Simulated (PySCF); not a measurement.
Gas-phase reaction: ZrCl₃OH + ClO ⇌ ZrCl₄ + O + OH

Energies from PySCF, thermal terms from the rigid-rotor harmonic-oscillator model, ideal gas at 1 bar. † marks an energy on the PBE0/def2-TZVP geometry and frequencies; other levels use their own. Open shells (unrestricted): ClO (multiplicity 2), O (multiplicity 3), OH (multiplicity 2); the rest are closed-shell singlets. Spin-orbit splitting is ignored; it lowers the true energy and changes the entropy of ClO, O, OH. Zr: scalar-relativistic def2 core potential, no spin-orbit coupling. ZrCl₃OH: computed as isolated molecules; such fragments, hydroxides, amides, oligomers or adducts are transient or little studied in the gas.

BLYP/def2-TZVP† gives ΔH°(298 K) = 361 kJ.

**Question.** What do LDA/def2-TZVP†, M06-2X/def2-TZVP†, PBE0/def2-TZVP give?

**Answer.** LDA/def2-TZVP†: 501 kJ; M06-2X/def2-TZVP†: 317 kJ; PBE0/def2-TZVP: 318 kJ. For scale, ΔH°(298 K) is 361 kJ at this level, 325 kJ at ωB97M-V/def2-TZVP†, and runs from 300 to 733 kJ over the 13 levels computed.
